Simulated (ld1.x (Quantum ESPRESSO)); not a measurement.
Which change was made? (As, TM)

* Element: As (Z = 33)
* Generator: ld1.x (Quantum ESPRESSO) 7.5
* Type: norm-conserving Troullier–Martins (Kleinman–Bylander form)
* Functional: LDA (PZ)
* Relativity: scalar-relativistic
* Frozen core: [Ar] 3d10
* Valence charge: 5
* Reference configuration: 4s2 4p3
* Partial waves: 4s (bound): rc 1.15 bohr; 4p (bound): rc 1.70 bohr; 4d channel at 0.05 Ry: rc 1.70 bohr
* Local potential: all-electron potential smoothed inside 1.70 bohr (lloc = -1)
* Core correction: Bessel-smoothed model core inside 1.20 bohr

Cutoffs, loose and tight: the cutoffs (Ry, on a coarse ladder) from which the occupation-weighted sum of valence levels, in a spherical-Bessel basis at the reference potential, stays within 10 and 1 mRy of its value at 400 Ry. They do not see the model core or the augmentation charge, which bear on the density cutoff. Test errors are all-electron minus pseudo excitation energies from the reference, over the configurations 4s2 4p2; 4s2 4p1; 4s2 4p0; 4s2 4p2.5; 4s1 4p4; 4s2 4p3.3; 4s0 4p5 (two spin-polarised tests are not counted in the largest error); variants that change the core or the reference have their own tests. The largest error is taken over the tests solved by every variant that gives reliable tests at all, those not shown here included: 4s0 4p5; 4s1 4p4; 4s2 4p1; 4s2 4p2; 4s2 4p2.5.

The base gives: outcome: generated; cutoff, loose: 70 Ry; cutoff, tight: 260 Ry; bound ghosts: d; largest test error (meV): -65.

Task: After one change the result is: outcome: generated; cutoff, loose: 60 Ry; cutoff, tight: 160 Ry; bound ghosts: none; largest test error (meV): -49. Which change was it?
A. all radii but the core radius scaled by about 1.05 (s 1.20, p 1.78, d 1.78 bohr); local potential all-electron potential smoothed inside 1.78 bohr (lloc = -1)
B. all radii but the core radius scaled by about 0.88 (s 1.02, p 1.50, d 1.50 bohr); local potential all-electron potential smoothed inside 1.50 bohr (lloc = -1)
C. all radii but the core radius scaled by about 1.18 (s 1.36, p 2.00, d 2.00 bohr); local potential all-electron potential smoothed inside 2.00 bohr (lloc = -1)
D. all radii but the core radius scaled by about 1.33 (s 1.54, p 2.26, d 2.26 bohr); local potential all-electron potential smoothed inside 2.26 bohr (lloc = -1)

Result: A. The others give: all radii but the core radius scaled by about 1.33 (s 1.54, p 2.26, d 2.26 bohr); local potential all-electron potential smoothed inside 2.26 bohr (lloc = -1) → outcome: generated; cutoff, loose: 35 Ry; cutoff, tight: 50 Ry; bound ghosts: none; largest test error (meV): -27 | all radii but the core radius scaled by about 1.18 (s 1.36, p 2.00, d 2.00 bohr); local potential all-electron potential smoothed inside 2.00 bohr (lloc = -1) → outcome: generated; cutoff, loose: 40 Ry; cutoff, tight: 90 Ry; bound ghosts: none; largest test error (meV): -28 | all radii but the core radius scaled by about 0.88 (s 1.02, p 1.50, d 1.50 bohr); local potential all-electron potential smoothed inside 1.50 bohr (lloc = -1) → outcome: generated; cutoff, loose: 200 Ry; cutoff, tight: over 300 Ry; bound ghosts: d; largest test error (meV): -117.
